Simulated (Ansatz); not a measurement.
Problem. Name a neutral molecule of B, C, N, Se and H with LUMO energy (B3LYP/def2-TZVPP) between -1.65 and -1.35 eV and HOMO energy (PBE/def2-TZVPP) between -5.90 and -5.60 eV (Ansatz, PBE0-D4/def2-TZVP geometry).

Solution. `CBC(N)=[Se]` (-1.39 eV, -5.62 eV); `BC(N)=[Se]` (-1.50 eV, -5.67 eV). Other molecules can fit too; these were computed, each in one conformer that needn't be the lowest.

B3LYP here is the variant with VWN-RPA as its local correlation; programs differ in this.
